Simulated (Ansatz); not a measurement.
`CN1C[SiH2]1` and `C1N[SiH2]1` differ in one atom or group.

Ansatz, PBE0-D4/def2-TZVP geometries, multiplicity 1. 

| property | `CN1C[SiH2]1` |
| --- | --- |
| HOMO–LUMO gap (PBE0/def2-TZVPP) / eV | 6.27 |
| ideal-gas entropy at 298 K and 1 bar (rigid rotor, harmonic PBE0-D4/def2-TZVP) / J/(mol·K) | 303 |
| size of the dipole moment (PBE/def2-TZVPP) / D | 0.63 |
| zero-point energy (PBE0-D4/def2-TZVP) / kJ/mol | 227.6 |
| HOMO–LUMO gap (ωB97M-V/def2-TZVPP) / eV | 10.22 |
| HOMO energy (B3LYP/def2-TZVPP) / eV | -6.16 |

**Question.** Give the same properties after the change, and the shifts. (Estimate.)

**Answer.** Computed: 
```json
{"property": "HOMO–LUMO gap (PBE0/def2-TZVPP) / eV", "`C1N[SiH2]1`": "6.68", "shift": "0.41"}
{"property": "ideal-gas entropy at 298 K and 1 bar (rigid rotor, harmonic PBE0-D4/def2-TZVP) / J/(mol·K)", "`C1N[SiH2]1`": "268", "shift": "-35"}
{"property": "size of the dipole moment (PBE/def2-TZVPP) / D", "`C1N[SiH2]1`": "1.12", "shift": "0.49"}
{"property": "zero-point energy (PBE0-D4/def2-TZVP) / kJ/mol", "`C1N[SiH2]1`": "154.3", "shift": "-73.3"}
{"property": "HOMO–LUMO gap (ωB97M-V/def2-TZVPP) / eV", "`C1N[SiH2]1`": "10.62", "shift": "0.40"}
{"property": "HOMO energy (B3LYP/def2-TZVPP) / eV", "`C1N[SiH2]1`": "-6.55", "shift": "-0.39"}
```

The zero-point energy changes by -73.3 kJ/mol with -9 modes. Dipoles are sizes alone; their direction can turn.

B3LYP here is the variant with VWN-RPA as its local correlation; programs differ in this.
